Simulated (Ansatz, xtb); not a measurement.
The molecule ClF-, multiplicity 2 (lowest of 2S+1 = 2, 4 at CCSD(T)/def2-TZVPP on PBE0 minima; our sources give no spin for the ground state, which may be another). The T1 diagnostic near the minimum is 0.056, so single-reference values are doubtful.

Seven points along R, fitted to fifth degree in 1/R; most abundant isotopes. In def2 and cc sets the state is the lowest found near the PBE0 minimum, followed along R.

Correlated levels freeze the cores. CBS(a, b) extrapolates the correlation energy as X⁻³ and adds the Hartree–Fock energy of set b.

The values were computed with Ansatz (a program for electronic structure); xtb for the GFN methods.  The GFN methods have no spin term and hold the electronic entropy of 300 K.

```tsv
level	r_e (Å)	ω_e (cm⁻¹)	ω_e x_e (cm⁻¹)
GFN1-xTB	2.265	(withheld)	7.7
SVWN5/def2-TZVPP	2.201	321	4.0
r2SCAN/def2-TZVPP	2.284	279	3.9
CAM-B3LYP/def2-TZVPP	2.224	329	3.4
wB97X-V/def2-TZVPP	2.212	339	3.2
wB97M-V/def2-TZVPP	2.217	336	3.1
CCSD(T)/aug-cc-pV(Q+d)Z	2.156	380	3.3
CCSD(T)/CBS(aug-cc-pV(T+d)Z, aug-cc-pV(Q+d)Z)	(withheld)	(withheld)	3.6
```

**Question.** What belongs in the gaps?

**Answer.** 
- CCSD(T)/CBS(aug-cc-pV(T+d)Z, aug-cc-pV(Q+d)Z), r_e (Å): 2.150
- CCSD(T)/CBS(aug-cc-pV(T+d)Z, aug-cc-pV(Q+d)Z), ω_e (cm⁻¹): 386
- GFN1-xTB, ω_e (cm⁻¹): 303

Doubts at one or more of the structures used: T1 above 0.05 (CCSD(T)/aug-cc-pV(Q+d)Z, CCSD(T)/CBS(aug-cc-pV(T+d)Z, aug-cc-pV(Q+d)Z)).
